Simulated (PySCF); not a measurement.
Si(CCH)2(Cl)(F) (C4H2ClFSi), SMILES C(#C)[Si](Cl)(F)C#C. Geometry: PBE-D3(BJ)/def2-SVP. The structure was generated by enumeration, and PubChem lists no compound with its InChIKey, so it may never have been made.

Method: PySCF with PBE-D3(BJ)/def2-SVP.

Harmonic wavenumbers (cm⁻¹): 86, 108, 117, 173, 228, 295, 332, 366, 380, 499, 657, 705, 708, 712, 714, 717, 896, 2096, 2098, 3389, 3389. Rotational constants (GHz): 1.687, 1.577, 1.156; symmetry number 1.

Problem. Work out the zero-point energy and the ideal-gas rigid-rotor harmonic-oscillator thermochemistry at 298.15 K and 1 atm.

Solution. ZPE = ½ Σ hcν = ½ × 18662 cm⁻¹ = 26.68 kcal/mol. H − E(el) = 32.65 kcal/mol. Entropy in cal/(mol K): translation 40.56, rotation 29.04, vibration 21.96, total 91.56. G − E(el) = 5.35 kcal/mol. Cp = 30.54 cal/(mol K). Modes under 150 cm⁻¹ make the vibrational entropy uncertain.
